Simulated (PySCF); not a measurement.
# Tb²⁶⁺: ionisation energy

Tb²⁶⁺ [Kr] 4d3 (4F) → Tb²⁷⁺ [Kr] 4d2 (3F), as a difference of total energies. All numbers are calculated (PySCF 2.14, the spin-free X2C one-electron Hamiltonian (Gaussian nucleus), in an even-tempered Gaussian basis (19 s from 1.8 bohr⁻², ratio 2.5; 14 p from 2.3 bohr⁻², ratio 2.5; 9 d from 2.3 bohr⁻², ratio 2.5; 4 f from 10 bohr⁻², ratio 2.7; 3 g from 15 bohr⁻², ratio 2.7)). Correlated levels: outer shells: [Ar] 3d10 frozen; virtual orbitals above 40 to 60 times the deepest correlated orbital energy dropped. The calculations carry no spin-orbit coupling.

| method | ionisation energy (eV) |
| --- | --- |
| UHF | 906.89 |
| LDA | 908.17 |
| PBE | 908.20 |
| PBE0 | 908.31 |
| r2SCAN | 908.69 |
| MP2 (outer shells) | 907.30 |
| SCS-MP2 (outer shells) | 907.14 |

Question: How much does correlation contribute at MP2 (outer shells)?

Answer: 907.30 − (906.89) = 0.41 eV, measured against UHF.

Spin-orbit coupling is strong in these open shells (close to jj coupling). The scalar numbers leave it out and a first-order estimate fails, so it can dominate the gap to the real levels.

Breit and QED terms and the two-electron picture change are absent.

For comparison: 909 ± 4 eV (theoretical estimate listed by NIST; NIST Atomic Spectra Database, ionization energies).
